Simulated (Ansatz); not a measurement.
A nudged elastic band was laid between two geometries of F5HOW + H2S (11 atoms, charge 0, multiplicity 1).

Computed with Ansatz 0.2.0, RHF/def2-SVP.

* movable images: 7
* climbing image: yes
* spring: 5.0 eV/Å²
* optimiser: quadratic models (default)
* start path: through a guess of the saddle point
* force threshold: 0.03 eV/Å
* iteration limit: 60
* end points: relaxed

Initial state:

```xyz
11
Properties=species:S:1:pos:R:3
W -0.205 -0.371 -0.209
F 0.246 -0.030 1.541
F 1.569 -0.352 -0.671
F -0.239 1.443 -0.478
F -1.982 -0.256 0.238
O -0.190 -2.151 0.061
H -0.207 -3.086 0.201
F -0.663 -0.569 -1.974
S 2.738 2.810 2.039
H 3.280 1.716 2.581
H 1.495 2.482 2.396
```

Final state:

```xyz
11
Properties=species:S:1:pos:R:3
W 0.599 0.344 -0.415
F -0.677 -0.768 2.906
F 1.772 -0.314 -1.660
F 0.309 1.980 -1.218
F -0.835 0.779 0.726
O 0.888 -1.025 0.724
H 0.599 -1.299 1.596
F -0.712 -0.356 -1.534
S 2.232 1.668 0.679
H 2.783 0.739 1.465
H -1.117 -0.110 2.455
```

Task: What changes between the two ends?

Result: Bonds broken: W1–F2, S9–H11. Bonds formed: W1–S9, F2–H11. F5HOW + H2S becomes F4H2OSW + FH.

Task: What energy profile does the band end with?

Result: The run converged. The highest image is number 4 of 0 to 8, 204.1 kJ/mol above the first end and 127.0 kJ/mol above the last; the last end lies 77.1 kJ/mol above the first. Neighbouring images differ by up to 1.6 eV, so the band resolves the path poorly. A vibrational analysis at the climbing image gives one clearly imaginary mode, 1459i cm⁻¹: a first-order saddle point. The orbitals stay closed-shell, which can raise the energy where a bond breaks towards radicals; this wasn't checked here.

```tsv
image	path coordinate (Å)	energy (kJ/mol)	W1–F2 (Å)	S9–H11 (Å)	W1–S9 (Å)
0	0.00	0.0	1.84	1.33	4.88
1	1.54	-0.3	1.84	1.33	4.88
2	3.07	2.0	1.84	1.33	4.71
3	4.61	52.0	1.87	1.33	3.74
4	6.14	204.1	2.14	1.57	2.63
5	7.42	128.2	3.05	2.42	2.42
6	8.69	107.1	3.58	2.68	2.40
7	9.97	86.2	3.66	3.42	2.38
8	11.24	77.1	3.73	4.19	2.37
```

Task: What is the geometry of the highest image?

Result: 
```xyz
11
Properties=species:S:1:pos:R:3
W 0.220 0.159 -0.144
F -0.355 0.438 1.900
F 1.828 0.012 -1.047
F -0.384 1.899 -0.139
F -1.503 -0.496 0.022
O 0.725 -1.446 0.598
H 0.260 -1.916 1.281
F -0.295 0.085 -1.908
S 1.941 1.460 1.367
H 2.755 0.441 1.658
H 0.648 1.004 2.135
```

The band took 29 iterations and roughly 27 core-minutes.

Time of the run: 7.1 min on 4 threads of Arm Neoverse V1, with other jobs on the host, peak memory 0.48 GiB.
